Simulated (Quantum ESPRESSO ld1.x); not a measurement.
Ionisation ladder of hafnium, from Hf to Hf21+. Each ion is in the ground configuration listed by NIST, and IE = E(next ion) - E(this ion). Method: scalar-relativistic Kohn-Sham, LDA (Slater exchange, VWN5 correlation), spin-unpolarised, spherical densities, point nucleus; computed with ld1.x of Quantum ESPRESSO 7.5.

species,configuration,E (hartree),"IE, Delta-SCF (eV)",-e(HOMO) (eV),HOMO,<r> HOMO (bohr),"IE, NIST (eV)",kind,error (eV)
Hf,[Xe] 4f14 5d2 6s2,-15069.231,6.730,2.871,5d,2.49,6.825,exp.,-0.096
Hf+,[Xe] 4f14 5d1 6s2,-15068.983,15.954,10.950,5d,2.16,14.61,theory,+1.344
Hf2+,[Xe] 4f14 5d2,-15068.397,22.104,17.018,5d,2.11,22.55,theory,-0.446
Hf3+,[Xe] 4f14 5d1,-15067.585,33.143,27.430,5d,1.93,33.37,semi-emp.,-0.227
Hf4+,[Xe] 4f14,-15066.367,70.125,58.314,4f,0.669,68.37,semi-emp.,+1.755
Hf5+,[Xe] 4f13,-15063.790,102.68,82.214,4f,0.643,98,theory,+4.7
Hf6+,[Kr] 4d10 4f13 5s2 5p5,-15060.016,120.11,101.33,4f,0.637,118,theory,+2.1
Hf7+,[Kr] 4d10 4f13 5s2 5p4,-15055.602,138.03,121.18,4f,0.631,137,theory,+1.0
Hf8+,[Kr] 4d10 4f13 5s2 5p3,-15050.530,156.42,141.70,4f,0.625,157,theory,-0.6
Hf9+,[Kr] 4d10 4f13 5s2 5p2,-15044.781,177.65,162.87,4f,0.619,187,theory,-9.3
Hf10+,[Kr] 4d10 4f12 5s2 5p2,-15038.253,197.43,187.78,5p,1.14,209,theory,-11.6
Hf11+,[Kr] 4d10 4f12 5s2 5p1,-15030.998,217.15,207.36,5p,1.12,230,theory,-12.9
Hf12+,[Kr] 4d10 4f12 5s2,-15023.017,254.96,238.54,4f,0.590,270,theory,-15.0
Hf13+,[Kr] 4d10 4f11 5s2,-15013.648,303.84,271.64,4f,0.574,310,theory,-6.2
Hf14+,[Kr] 4d10 4f11 5s1,-15002.482,326.42,297.61,4f,0.569,334,theory,-7.6
Hf15+,[Kr] 4d10 4f11,-14990.486,341.96,324.04,4f,0.564,359,theory,-17.0
Hf16+,[Kr] 4d10 4f10,-14977.920,378.75,360.13,4f,0.550,399,theory,-20.3
Hf17+,[Kr] 4d10 4f9,-14964.001,416.90,397.61,4f,0.538,440,theory,-23.1
Hf18+,[Kr] 4d10 4f8,-14948.680,456.37,436.44,4f,0.527,481,theory,-24.6
Hf19+,[Kr] 4d10 4f7,-14931.909,497.12,476.56,4f,0.516,520,theory,-22.9
Hf20+,[Kr] 4d10 4f6,-14913.640,539.13,517.96,4f,0.506,570,theory,-30.9
Hf21+,[Kr] 4d10 4f5,-14893.828,582.36,560.59,4f,0.496,610,theory,-27.6

Reference values: NIST Atomic Spectra Database (exp. = measured, semi-emp. = semi-empirical, theory = theoretical value adopted there). The ionisation energy per charge of the ion left behind rises most, in proportion, at Hf4+ ([Xe] 4f14), from 8.286 to 14.025 eV. Against the entries that are not theoretical the mean signed error is +0.2 % and the largest +2.6 %. Spin polarisation and multiplet splitting are left out, so open shells lie too high by an amount that depends on their filling. Spin-orbit splitting is averaged out at the scalar-relativistic level.

Beside tabulated values, note that spin-unpolarised runs miss the spin-polarisation part of the exchange energy of open shells.
